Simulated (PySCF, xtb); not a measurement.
SnI, SMILES [Sn+][I] (connectivity only; charge and spin as stated), charge +1, multiplicity 1.

Harmonic wavenumbers (cm⁻¹) from GFN2-xTB (xtb) at its own minimum, in rising order: 244.

What does B3LYP-D3(BJ)/def2-TZVP (PySCF) give at its own minimum? (An estimate is asked for; the answer gives what the named calculation found.)

234. Paired by order, the mean absolute difference is 10 cm⁻¹ and the zero-point energies are 0.3 and 0.3 kcal/mol.
